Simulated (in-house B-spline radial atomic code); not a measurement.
Radial electron density of Ge III (Ge2+), [Ne] 3s2 (3p1/2)2 (3p3/2)3 (3d3/2)4 (3d5/2)5 4s2 4p2. Method: Dirac-Kohn-Sham LDA VWN5, spherical fractional occupations, Fermi nucleus of rms radius 4.0742 fm. Calculated with a radial B-spline atomic code at the basis-set limit.

Columns: r (bohr), 4πr²n(r) (electrons per bohr), bar.

```
 0.00206    1.239 #
 0.00252    1.781 ##
 0.00307    2.524 ##
 0.00375    3.567 ###
 0.00457    4.972 #####
 0.00558    6.872 #######
 0.00681    9.359 #########
 0.00831    12.53 ############
  0.0101    16.33 ################
  0.0124    21.03 #####################
  0.0151    25.99 #########################
  0.0184       31 ##############################
  0.0225    35.47 ###################################
  0.0274    38.47 ######################################
  0.0335    39.44 #######################################
  0.0408    38.13 #####################################
  0.0498    35.24 ###################################
  0.0608    32.43 ################################
  0.0742    31.82 ###############################
  0.0905     34.7 ##################################
    0.11    40.06 #######################################
   0.135     44.9 ############################################
   0.164    44.84 ############################################
   0.201    38.54 ######################################
   0.245    29.57 #############################
   0.299    23.54 #######################
   0.365    23.54 #######################
   0.445    26.62 ##########################
   0.543    27.11 ###########################
   0.662    22.43 ######################
   0.808     14.9 ###############
   0.986    8.499 ########
     1.2    5.046 #####
    1.47    3.634 ####
    1.79    2.845 ###
    2.19    1.898 ##
    2.67   0.9733 #
    3.25   0.3632 
    3.97  0.09061 
    4.85  0.01437 
    5.91 0.001382 
    7.22 6.833e-05
```

On this grid the curve has 3 maxima, near 0.0335, 0.135, 0.543 bohr.

The 3d5/2 radial function P(r) = rR(r), positive near the nucleus, with its small component Q(r) (sign convention: Q ≈ (P' + κP/r)/2c):

```csv
r (bohr),P,Q
0.0151,0.001393,-5.257e-05
0.0225,0.004257,-0.0001582
0.0335,0.01254,-0.0004559
0.0498,0.035,-0.001235
0.0742,0.09163,-0.003105
0.11,0.2155,-0.006925
0.164,0.4506,-0.0135
0.245,0.7944,-0.0218
0.365,1.117,-0.02751
0.543,1.197,-0.02575
0.808,0.9392,-0.01712
1.2,0.5146,-0.007893
1.79,0.1754,-0.002295
2.67,0.03077,-0.0003543
3.97,0.002059,-2.159e-05
```
